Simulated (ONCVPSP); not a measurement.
u(r) = r·R(r): atom against pseudo-atom (V (Z = 23))

Columns: radius, all-electron u(r) and pseudo u(r) of the 3s shell (level -70.56 eV) of vanadium in the configuration [Ne] 3s2 3p6 3d3 4s1.5 4p0.5; LDA (Perdew-Wang 92), scalar-relativistic, ONCV scheme, ONCVPSP 4.0.1.

```csv
r (bohr),all-electron,pseudo
0.098,-0.0946,0.1588
0.195,-0.5959,0.3178
0.292,-0.4189,0.4783
0.390,0.0517,0.6377
0.488,0.5174,0.7859
0.585,0.8565,0.9106
0.682,1.0556,1.0023
0.780,1.1370,1.0534
0.878,1.1316,1.0601
0.975,1.0713,1.0258
1.072,0.9802,0.9585
1.170,0.8739,0.8673
1.268,0.7648,0.7640
1.365,0.6610,0.6609
1.463,0.5641,0.5640
1.560,0.4780,0.4780
1.658,0.4016,0.4015
1.755,0.3360,0.3359
1.852,0.2798,0.2797
1.950,0.2316,0.2316
2.047,0.1915,0.1915
2.145,0.1575,0.1575
2.242,0.1296,0.1295
2.340,0.1061,0.1061
2.438,0.0867,0.0867
2.535,0.0709,0.0709
```

(1) How many radial nodes do the two functions have?

(2) At about which radius was the pseudo-wave matched?

(3) Where does each function peak?

(4) Is the pseudo-wave norm-conserving?

Answers

(1) The all-electron 3s function has n − l − 1 = 2 (the table is too coarse to show those close to the nucleus); the pseudo-wave has 0, since the states of the same l below it are removed with the core.

(2) 1.35 bohr, where the columns begin to agree (steps of 0.10 bohr).

(3) Outermost all-electron maximum near 0.78 bohr, pseudo maximum near 0.88 bohr (to the table’s step).

(4) Yes: the ONCV scheme keeps the norm inside the radius equal to the all-electron one, which fixes the energy derivative of the logarithmic derivative at the level.
